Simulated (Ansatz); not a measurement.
`[OH][Sn]([OH])([F])[Br]` + `[F][Ga]([Cl])[Br]` → `[OH][Sn]([OH])([F])[F]` + `[Cl][Ga]([Br])[Br]`  (redistribution)

Calculated with Ansatz (gas phase, PBE0-D4/def2-TZVP geometries, no zero-point term in ΔE). CCSD(T)/CBS adds triple-zeta CCSD(T) − MP2 to the extrapolated MP2 energy (def2 sets, frozen cores). Functionals use def2-TZVPP. B3LYP here is the variant with VWN-RPA as its local correlation; programs differ in this. HSE06 is defined as in plane-wave codes. def2 core potentials past Kr. For Br, Ga, Sn outer-core shells are correlated without core-valence functions, which leaves a few kJ/mol of doubt a bond. Scalar relativity is left out up to krypton. One conformer a species, not always the lowest.

`[OH][Sn]([OH])([F])[Br]`:

```xyz
7

O     0.453    1.276    0.935
Sn   -0.230   -0.051   -0.298
O     1.039   -1.502   -0.380
F    -1.875   -0.651    0.456
Br   -0.715    0.742   -2.538
H    -0.243    1.746    1.404
H     1.571   -1.560    0.420
```

`[F][Ga]([Cl])[Br]`:

```xyz
4

F    -1.750    0.457    0.136
Ga   -0.074    0.021    0.030
Cl    1.014   -0.109    1.830
Br    0.810   -0.369   -1.997
```

`[OH][Sn]([OH])([F])[F]`:

```xyz
7

O    -1.392    1.183    0.038
Sn    0.154    0.048   -0.078
O    -0.154   -1.661    0.745
F     0.683   -0.273   -1.874
F     1.607    0.981    0.713
H    -1.159    2.103    0.196
H     0.261   -2.381    0.259
```

`[Cl][Ga]([Br])[Br]`:

Z-matrix (Å, degrees):
```
Ga
Cl 1 2.117
Br 1 2.258 2 119.6
Br 1 2.258 2 119.6 3 -180.0
```

| level | ΔE (kcal/mol) | difference from CCSD(T)/CBS |
| --- | --- | --- |
| LDA (SPW92) | 1.5 | 0.7 |
| PBE-D4 | 0.8 | 0.0 |
| revPBE-D4 | 0.6 | -0.2 |
| BLYP-D4 | 1.0 | 0.2 |
| r2SCAN-D4 | 1.1 | 0.3 |
| B97M-V | 0.7 | -0.1 |
| PBE0-D4 | 0.8 | 0.0 |
| B3LYP-D4 | 1.1 | 0.3 |
| r2SCANh-D4 | 1.2 | 0.4 |
| r2SCAN0-D4 | 1.2 | 0.4 |
| HSE06-D4 | 0.8 | 0.0 |
| BHLYP-D4 | 1.0 | 0.2 |
| CAM-B3LYP-D4 | 1.2 | 0.4 |
| ωB97X-V | 1.0 | 0.2 |
| B2PLYP | 1.2 | 0.4 |
| PBE-QIDH | 1.0 | 0.2 |
| PBE | 0.9 | 0.1 |
| revPBE | 0.8 | 0.0 |
| BLYP | 1.3 | 0.5 |
| r2SCAN | 1.2 | 0.4 |
| PBE0 | 0.9 | 0.1 |
| HSE06 | 0.9 | 0.1 |
| BHLYP | 1.3 | 0.5 |
| CAM-B3LYP | 1.3 | 0.5 |
| LC-ωPBE | 0.8 | 0.0 |
| RPA@PBE/def2-TZVPP | 0.8 | 0.0 |
| HF/def2-SVP | 3.7 | 2.9 |
| MP2/def2-SVP | 2.7 | 1.9 |
| CCSD/def2-SVP | 3.4 | 2.6 |
| CCSD(T)/def2-SVP | 3.4 | 2.6 |
| HF/def2-TZVPP | 1.2 | 0.4 |
| MP2/def2-TZVPP | 1.2 | 0.4 |
| CCSD/def2-TZVPP | 1.1 | 0.3 |
| CCSD(T)/def2-TZVPP | 1.0 | 0.2 |
| HF/def2-QZVPP | 1.4 | 0.6 |
| MP2/def2-QZVPP | 1.1 | 0.3 |
| SCS-MP2/def2-QZVPP | 1.1 | 0.3 |
| HF/CBS(def2) | 1.4 | 0.6 |
| MP2/CBS(def2) | 1.0 | 0.2 |
| CCSD/CBS(def2) | 0.9 | 0.1 |
| CCSD(T)/CBS | 0.8 | 0 |

Largest T1 diagnostic among the species: 0.015.

At CCSD(T), def2-SVP lies +2.6 kcal/mol from the extrapolated value and def2-TZVPP +0.2 kcal/mol. Leaving LDA and LC-ωPBE aside and taking each functional with its dispersion term where it has one, the values spread over 0.7 kcal/mol, from revPBE-D4 to B2PLYP.
